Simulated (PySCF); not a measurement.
Species: trans-Zr(H2O)2F4 (singlet state).
Bonds: Zr1–O2, Zr1–O5, Zr1–F8, Zr1–F9, Zr1–F10, Zr1–F11. Hydrogens: H3, H4 on O2; H6, H7 on O5.

Theory: PBE0-D3(BJ)/def2-SVP geometry optimisation, gas phase, def2 core potentials past Kr (PySCF 2.14.0).

Problem. How far are the bound atoms from Zr1?

Solution. 6 atoms: F11 1.940 Å, F8 1.942 Å, F9 1.944 Å, F10 1.947 Å, O5 2.290 Å, O2 2.296 Å. The nearest atom not counted as bound is H3, at 2.85 Å.

Problem. List the angles at Zr1.

Solution. 
```
      angle  degrees  distance of the outer atoms (Å)
  O2–Zr1–O5    160.4                             4.52
F10–Zr1–F11    143.1                             3.69
  F8–Zr1–F9    142.6                             3.68
 O2–Zr1–F11    123.1                             3.73
  O5–Zr1–F9    122.0                             3.71
 F8–Zr1–F10     99.2                             2.96
 F9–Zr1–F10     95.8                             2.89
 F8–Zr1–F11     95.3                             2.87
  O5–Zr1–F8     95.2                             3.13
 O2–Zr1–F10     93.7                             3.10
 F9–Zr1–F11     92.9                             2.81
  O2–Zr1–F8     73.0                             2.54
 O5–Zr1–F11     72.7                             2.52
 O5–Zr1–F10     72.3                             2.52
  O2–Zr1–F9     71.9                             2.51
```

Problem. Describe the arrangement about Zr1 in numbers.

Solution. The three widest angles are 160.4°, 143.1° and 142.6°, the others run from 71.9° to 123.1°.

Problem. What are the other bond lengths?

Solution. O2–H3 and 3 like bonds 0.965 Å.

Point group: near C2, missed by 0.13 Å at most; the miss may be what the optimiser left on a soft mode. Charge 0, singlet. No frequency check.
